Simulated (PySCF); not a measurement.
**F³⁺ (fluorine, charge +3) across methods**

[He] 2s2 2p2, high-spin 3P determinant. All numbers are calculated (PySCF 2.14, the spin-free X2C one-electron Hamiltonian (Gaussian nucleus), in dyall-acv3z).

```
   method  E (hartree)  mean ε 2s α (eV)  mean ε 2s β (eV)  mean ε 2p α (eV)  Σ⟨r²⟩ (bohr²)   ⟨S²⟩
      PBE     -95.5053           -93.015           -87.765           -75.055          3.572  2.001
    M06-L     -95.6016           -94.407           -88.377           -76.067          3.533  2.002
   r2SCAN     -95.5659           -94.729           -88.137           -76.392          3.555  2.002
   revPBE     -95.5811           -93.060           -87.790           -75.039          3.569  2.001
     PBE0     -95.5219           -97.053           -90.299           -78.487          3.562  2.001
CAM-B3LYP     -95.5737           -98.271           -91.933           -79.974          3.573  2.001
      LDA     -94.9236           -92.632           -87.500           -74.906          3.588  2.001
      UHF    -95.41433           -108.35           -96.205           -88.119          3.553  2.003
```

(1) Estimate the same row for BLYP.

## Answers

(1) E (hartree) = -95.5979; mean ε 2s α (eV) = -92.841; mean ε 2s β (eV) = -87.777; mean ε 2p α (eV) = -75.089; Σ⟨r²⟩ (bohr²) = 3.573; ⟨S²⟩ = 2.001.
